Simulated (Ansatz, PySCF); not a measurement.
Gas-phase reaction 2 R1 + R2 → 2 P1, each structure at its B3LYP-D3(BJ)/def2-TZVP stationary point, reached from a drawn start (curvature not checked).
R1, CoO2 (SMILES [O]=[Co]=[O]) (charge 0, multiplicity 2):
| atom | x (Å) | y (Å) | z (Å) |
|---|---|---|---|
| Co | 0.0115 | 0.0166 | -0.3484 |
| O | 1.4784 | -0.0120 | 0.1904 |
| O | -1.4898 | -0.0046 | 0.1580 |
P1, CoO3 (SMILES [O]=[Co](=[O])=[O]) (charge 0, multiplicity 2):
| atom | x (Å) | y (Å) | z (Å) |
|---|---|---|---|
| Co | -0.0130 | 0.0229 | 0.0000 |
| O | 1.5725 | -0.0483 | -0.0073 |
| O | -0.7982 | 1.4020 | -0.0042 |
| O | -0.7612 | -1.3766 | 0.0116 |
R2, O2 (SMILES O=O) (charge 0, multiplicity 3):
```xyz
2

O      0.00000     0.00000     0.60215
O      0.00000     0.00000    -0.60215
```

```
level                        reaction energy (kcal/mol)
---------------------------  --------------------------
HF/def2-TZVPP                                     36.80
BLYP-D3(BJ)/def2-TZVPP                           -45.22
revPBE-D4/def2-TZVPP                             -42.11
r2SCAN-D3(BJ)/def2-TZVPP                         -40.07
B3LYP/def2-TZVPP                                  -5.53
PBE0-D4/def2-TZVPP                                 2.41
BHLYP/def2-TZVPP                                  53.30
BHLYP-D3(BJ)/def2-TZVPP                           52.00
CAM-B3LYP-D3(BJ)/def2-TZVPP                        6.00
B2PLYP-D3(BJ)/def2-TZVPP                          -4.83
MP2/def2-SVP                                      88.48
SCS-MP2/def2-QZVPP                                72.86
CCSD/def2-TZVPP                                   22.61
CCSD(T)/def2-QZVPP                                 3.16
```

P less R. No zero-point or thermal terms; open shells are unrestricted; no spin–orbit coupling. The spin states of the d-block species are the ones drawn and need not be the lowest.

Correlated levels freeze the cores.

Doubts at one or more of the structures used: a spin-contaminated determinant (HF/def2-TZVPP, revPBE-D4/def2-TZVPP, r2SCAN-D3(BJ)/def2-TZVPP, B3LYP/def2-TZVPP, PBE0-D4/def2-TZVPP, BHLYP/def2-TZVPP, BHLYP-D3(BJ)/def2-TZVPP, CAM-B3LYP-D3(BJ)/def2-TZVPP, B2PLYP-D3(BJ)/def2-TZVPP, MP2/def2-SVP, SCS-MP2/def2-QZVPP, CCSD/def2-TZVPP, CCSD(T)/def2-QZVPP); T1 above 0.05 (CCSD/def2-TZVPP, CCSD(T)/def2-QZVPP); a doubt about the state reached (CCSD/def2-TZVPP, CCSD(T)/def2-QZVPP).

Run with Ansatz (Gaussian basis) for Hartree–Fock, density functionals and correlated methods; PySCF for the D3/D4 terms. Each number belongs to the level named beside it.

Ansatz is a program for electronic structure.
